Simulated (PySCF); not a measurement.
A geometry optimisation, step by step.

Compound: C4H9BO2S.
Bonds: C1–O2, O2–B3, B3–O4, O4–C5, B3–C6, C6–C7, C6–S8 (double). Hydrogens: H9, H10, H11 on C1; H12, H13, H14 on C5; H15, H16, H17 on C7.

Method: PySCF, PBE0-D3(BJ)/def2-SVP geometry optimisation, gas phase; density fitting, grid level 1; the optimiser is geomeTRIC in internal coordinates, started from a GFN2-xTB structure. The frame can shift and turn from step to step; on so coarse a grid that alone can change the energy by a few meV, and forces under 0.02 eV/Å are noise.

Step 0: E = -19878.3921 eV, largest atomic force 0.612 eV/Å
```
atom  x, y, z in Å  |  force x, y, z in eV/Å
C1     -0.771    2.148    0.937   -0.164  -0.380  -0.119
O2     -1.038    0.852    0.457    0.042   0.030  -0.001
B3     -0.125   -0.089    0.133    0.097   0.059   0.120
O4     -0.547   -1.304   -0.281   -0.090  -0.189  -0.090
C5     -1.910   -1.665   -0.361    0.583   0.175   0.067
C6      1.461    0.066    0.194    0.285   0.203   0.055
C7      2.269   -0.629   -0.846   -0.233   0.050   0.258
S8      2.213    0.892    1.387   -0.190   0.013   0.168
H9     -0.578    2.116    2.012    0.088   0.080   0.252
H10     0.093    2.595    0.441    0.213   0.161  -0.090
H11    -1.658    2.754    0.744   -0.226   0.216  -0.036
H12    -2.217   -1.662   -1.409   -0.164  -0.049  -0.272
H13    -2.536   -0.972    0.201   -0.245   0.187   0.156
H14    -2.014   -2.674    0.043   -0.115  -0.277   0.062
H15     2.085   -0.165   -1.816   -0.097   0.126  -0.455
H16     3.333   -0.587   -0.623    0.346   0.032   0.060
H17     1.935   -1.663   -0.922   -0.130  -0.436  -0.134
```

Step 1: E = -19878.4304 eV, largest atomic force 0.225 eV/Å
```
atom  x, y, z in Å  |  force x, y, z in eV/Å
C1     -0.604    2.225    0.795    0.040   0.025   0.031
O2     -0.879    0.922    0.356   -0.046   0.043  -0.006
B3      0.011   -0.059    0.090    0.062  -0.022   0.048
O4     -0.444   -1.271   -0.318    0.066   0.042   0.005
C5     -1.812   -1.577   -0.414   -0.092  -0.057  -0.008
C6      1.598    0.028    0.229   -0.153  -0.153   0.061
C7      2.407   -0.643   -0.827    0.073   0.084  -0.089
S8      2.250    0.653    1.589   -0.022   0.049  -0.055
H9     -0.397    2.242    1.876   -0.005  -0.019  -0.021
H10     0.269    2.662    0.281   -0.021  -0.010  -0.007
H11    -1.489    2.846    0.587    0.034  -0.009  -0.006
H12    -2.129   -1.562   -1.470    0.016   0.008   0.033
H13    -2.436   -0.866    0.150    0.035  -0.012  -0.015
H14    -1.974   -2.594   -0.022    0.002   0.038  -0.015
H15     2.208   -0.181   -1.811    0.011  -0.018   0.030
H16     3.484   -0.602   -0.611    0.002  -0.018  -0.004
H17     2.075   -1.692   -0.921    0.000   0.029   0.019
```

Step 2: E = -19878.4312 eV, largest atomic force 0.178 eV/Å
```
atom  x, y, z in Å  |  force x, y, z in eV/Å
C1     -0.572    2.219    0.792   -0.006   0.051   0.024
O2     -0.888    0.922    0.360   -0.071  -0.068  -0.037
B3     -0.015   -0.075    0.096    0.144  -0.090  -0.055
O4     -0.467   -1.288   -0.311   -0.037   0.059   0.027
C5     -1.835   -1.594   -0.413   -0.039  -0.001  -0.006
C6      1.568    0.014    0.227    0.064   0.070   0.025
C7      2.416   -0.620   -0.823   -0.074  -0.005  -0.040
S8      2.201    0.682    1.575    0.062  -0.010   0.072
H9     -0.360    2.230    1.872   -0.004   0.003  -0.016
H10     0.310    2.626    0.272   -0.016   0.008   0.003
H11    -1.437    2.866    0.586   -0.009  -0.006  -0.013
H12    -2.146   -1.577   -1.471    0.002   0.001   0.002
H13    -2.458   -0.881    0.146   -0.004   0.003   0.004
H14    -2.001   -2.610   -0.023    0.004   0.004   0.001
H15     2.212   -0.161   -1.807   -0.005   0.000   0.007
H16     3.488   -0.543   -0.595   -0.016  -0.003   0.015
H17     2.121   -1.678   -0.924    0.005  -0.017  -0.013
```

Step 3: E = -19878.4345 eV, largest atomic force 0.076 eV/Å
```
atom  x, y, z in Å  |  force x, y, z in eV/Å
C1     -0.590    2.212    0.788    0.010   0.007   0.008
O2     -0.882    0.909    0.359    0.005   0.054   0.002
B3      0.004   -0.078    0.102   -0.019  -0.070  -0.025
O4     -0.459   -1.287   -0.306    0.031  -0.036   0.007
C5     -1.830   -1.579   -0.409   -0.013   0.006  -0.001
C6      1.587    0.010    0.236    0.004   0.048   0.017
C7      2.418   -0.625   -0.827   -0.025   0.001  -0.009
S8      2.232    0.670    1.583    0.007  -0.008   0.006
H9     -0.384    2.232    1.869    0.000   0.004   0.003
H10     0.287    2.632    0.271    0.001   0.005  -0.003
H11    -1.465    2.843    0.574   -0.004   0.003  -0.002
H12    -2.141   -1.557   -1.466    0.002   0.002  -0.004
H13    -2.446   -0.859    0.151   -0.001  -0.002   0.000
H14    -2.007   -2.593   -0.020    0.009  -0.005   0.002
H15     2.207   -0.160   -1.806   -0.003   0.006   0.002
H16     3.493   -0.558   -0.609   -0.003  -0.003   0.007
H17     2.114   -1.681   -0.930    0.002  -0.011  -0.008
```

Step 4: E = -19878.4346 eV, largest atomic force 0.054 eV/Å
```
atom  x, y, z in Å  |  force x, y, z in eV/Å
C1     -0.583    2.222    0.785    0.007  -0.010  -0.001
O2     -0.880    0.917    0.362   -0.029  -0.037  -0.027
B3      0.002   -0.077    0.110    0.021   0.021   0.028
O4     -0.451   -1.289   -0.299   -0.022   0.034   0.027
C5     -1.820   -1.591   -0.412   -0.008  -0.001  -0.005
C6      1.584    0.014    0.249   -0.020  -0.016   0.005
C7      2.399   -0.621   -0.827    0.045   0.012   0.011
S8      2.237    0.656    1.601   -0.009  -0.011  -0.039
H9     -0.377    2.247    1.866    0.000  -0.004   0.002
H10     0.295    2.637    0.265    0.003  -0.004  -0.004
H11    -1.456    2.854    0.567    0.002   0.000   0.001
H12    -2.122   -1.572   -1.472   -0.001   0.001   0.001
H13    -2.445   -0.876    0.143    0.000   0.002   0.003
H14    -1.991   -2.606   -0.024   -0.001   0.001   0.001
H15     2.184   -0.144   -1.799    0.003   0.006   0.000
H16     3.475   -0.567   -0.616    0.010  -0.004  -0.007
H17     2.084   -1.673   -0.938   -0.002   0.008   0.003
```

Step 5: E = -19878.4355 eV, largest atomic force under 0.02 eV/Å
```
atom  x, y, z in Å  |  force x, y, z in eV/Å
C1     -0.582    2.216    0.781    0.004  -0.003   0.001
O2     -0.882    0.911    0.360   -0.009  -0.001  -0.014
B3      0.001   -0.082    0.110    0.007  -0.010  -0.001
O4     -0.457   -1.293   -0.296    0.000   0.008   0.017
C5     -1.828   -1.589   -0.407   -0.002   0.000  -0.001
C6      1.583    0.009    0.246    0.003   0.004   0.001
C7      2.408   -0.615   -0.828    0.000   0.000  -0.002
S8      2.232    0.652    1.599   -0.004  -0.001   0.000
H9     -0.376    2.242    1.862    0.000  -0.001   0.001
H10     0.297    2.629    0.261    0.001   0.000  -0.001
H11    -1.454    2.850    0.563    0.000   0.000   0.001
H12    -2.131   -1.569   -1.467    0.000   0.000   0.001
H13    -2.449   -0.870    0.148    0.000   0.000   0.002
H14    -2.003   -2.602   -0.017   -0.001  -0.001   0.000
H15     2.196   -0.135   -1.799    0.003   0.004  -0.002
H16     3.484   -0.556   -0.611    0.000  -0.001   0.000
H17     2.101   -1.669   -0.946   -0.001   0.001  -0.002
```

Step 6: E = -19878.4359 eV, largest atomic force under 0.02 eV/Å
```
atom  x, y, z in Å  |  force x, y, z in eV/Å
C1     -0.579    2.214    0.776    0.001  -0.001   0.001
O2     -0.883    0.909    0.355   -0.004   0.010  -0.012
B3     -0.001   -0.086    0.110    0.000  -0.012   0.005
O4     -0.460   -1.298   -0.291    0.003  -0.003   0.009
C5     -1.832   -1.591   -0.402    0.003   0.001   0.000
C6      1.582    0.006    0.248    0.010   0.004  -0.010
C7      2.411   -0.608   -0.829   -0.008  -0.002   0.000
S8      2.226    0.643    1.606   -0.004  -0.002   0.007
H9     -0.376    2.240    1.857    0.000   0.001   0.000
H10     0.302    2.622    0.257   -0.001   0.001   0.000
H11    -1.448    2.851    0.554   -0.001   0.000   0.001
H12    -2.135   -1.573   -1.461   -0.001   0.000   0.001
H13    -2.451   -0.869    0.152    0.000  -0.001   0.002
H14    -2.009   -2.603   -0.009    0.001  -0.001   0.000
H15     2.201   -0.117   -1.796    0.003   0.004  -0.001
H16     3.485   -0.549   -0.609    0.000   0.000   0.001
H17     2.104   -1.660   -0.958   -0.002   0.001  -0.002
```

**Question.** Summarise the path.

**Answer.** The energy falls by 0.0437 eV from step 0 to step 6; nine tenths of that is first reached at step 3. It falls at every step. The largest force goes from 0.612 to under 0.02 eV/Å. Among the bonds C7–H17 changes most (a near tie, within 0.001 Å, with another), from 1.089 to 1.104 Å; the atoms move by 0.111 Å rms after alignment.

**Question.** Follow the three bonds and two angles with the largest change from start to end.

**Answer.** 
```tsv
step	E above end (eV)	largest force (eV/Å)	C7–H17 (Å)	C7–H15 (Å)	C7–H16 (Å)	B3–C6–S8 (°)	C7–C6–S8 (°)
0	0.0437	0.612	1.089	1.091	1.088	122.3	119.7
1	0.0054	0.225	1.104	1.106	1.098	119.4	123.1
2	0.0046	0.178	1.103	1.105	1.098	118.5	122.4
3	0.0013	0.076	1.103	1.104	1.098	119.0	122.7
4	0.0013	0.054	1.104	1.104	1.098	119.5	123.1
5	0.0004	under 0.02	1.104	1.104	1.098	119.3	122.8
6	0.0000	under 0.02	1.104	1.104	1.098	119.2	122.8
```

The cost below is that of the whole optimisation. Rough CPU time on one thread of a shared machine: about 3 min.
